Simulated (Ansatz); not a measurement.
Cost and result for the atomization energy of CH8AlBOSi, SMILES `BCO[SiH2][AlH2]` (13 atoms, 12 bonds).

```json
{"atom": "B1", "x (Å)": "-1.4164", "y (Å)": "0.4654", "z (Å)": "-1.8578"}
{"atom": "C2", "x (Å)": "-0.7676", "y (Å)": "1.0345", "z (Å)": "-0.5707"}
{"atom": "O3", "x (Å)": "-1.0003", "y (Å)": "0.3501", "z (Å)": "0.6452"}
{"atom": "Si4", "x (Å)": "-0.1125", "y (Å)": "-0.9783", "z (Å)": "1.0739"}
{"atom": "Al5", "x (Å)": "2.2939", "y (Å)": "-0.4806", "z (Å)": "1.3553"}
{"atom": "H6", "x (Å)": "-1.2457", "y (Å)": "1.0678", "z (Å)": "-2.8784"}
{"atom": "H7", "x (Å)": "-2.0835", "y (Å)": "-0.5260", "z (Å)": "-1.8510"}
{"atom": "H8", "x (Å)": "-1.1543", "y (Å)": "2.0618", "z (Å)": "-0.4572"}
{"atom": "H9", "x (Å)": "0.3134", "y (Å)": "1.1973", "z (Å)": "-0.7448"}
{"atom": "H10", "x (Å)": "-0.2777", "y (Å)": "-2.0648", "z (Å)": "0.0520"}
{"atom": "H11", "x (Å)": "-0.7296", "y (Å)": "-1.4718", "z (Å)": "2.3354"}
{"atom": "H12", "x (Å)": "2.9304", "y (Å)": "0.8849", "z (Å)": "0.8397"}
{"atom": "H13", "x (Å)": "3.2499", "y (Å)": "-1.5402", "z (Å)": "2.0583"}
```

Charge 0, multiplicity 1. The structure was optimised at the PBE0-D4/def2-TZVP level. It is one conformer, not always the lowest. Program: Ansatz. All runs use 4 threads of an Arm Neoverse V1 on a shared host. Times are those of one run each, without the atoms' runs, and a repeat can differ threefold. Electronic energies, without spin–orbit coupling; frozen cores. CCSD(T)/CBS adds CCSD(T) − MP2 in def2-TZVPP to the MP2 limit, and its time is that of the two runs behind it. T1 = 0.012. B3LYP takes the VWN-RPA correlation (the form of Gaussian; ORCA's B3LYP/G).

CCSD(T)/CBS is a level of theory with its own doubt, some kJ/mol a heavy atom from the limit and from the frozen cores, so smaller differences don't rank the functionals.

```
                             level  functions  wall time  atomization (kJ/mol)  difference from CCSD(T)/CBS  per bond
   PBE-D4/def2-TZVPP (with forces)        289      3.3 s                4248.0                         19.0       1.6
                PBE0-D4/def2-TZVPP        289      4.1 s                4208.0                        -21.0      -1.8
r2SCAN-D4/def2-TZVPP (with forces)        289      6.5 s                4246.0                         17.0       1.4
 B3LYP-D4/def2-TZVPP (with forces)        289      6.5 s                4236.9                          7.9       0.7
                 B2PLYP/def2-TZVPP        289      7.5 s                4181.9                        -47.1      -3.9
                ωB97X-V/def2-TZVPP        289       11 s                4259.0                         30.0       2.5
  ωB97M-V/def2-TZVPP (with forces)        289       16 s                4242.2                         13.2       1.1
                    MP2/def2-QZVPP        551       33 s                4214.7                        -14.3      -1.2
                CCSD(T)/def2-TZVPP        289    3.8 min                4124.7                       -104.3      -8.7
                 CCSD(T)/CBS(def2)          –    4.3 min                4229.0                          0.0       0.0
```

The D4 term adds +42.1 kJ/mol with B3LYP and +22.4 kJ/mol with PBE0; it sums over pairs of atoms, weighted by their polarisabilities, and B3LYP, whose exchange is more repulsive, gets the larger term. In def2-TZVPP, CCSD(T) changes the Hartree–Fock value by +932.1 kJ/mol (the triples alone add +45.6 kJ/mol) and MP2 by +959.8 kJ/mol; breaking electron pairs costs correlation energy, which Hartree–Fock lacks. From PBE to PBE0 (25 % exact exchange), in def2-TZVPP and without D4, the atomization energy moves by −36.3 kJ/mol: exact exchange takes away binding that semilocal exchange gives to molecules.
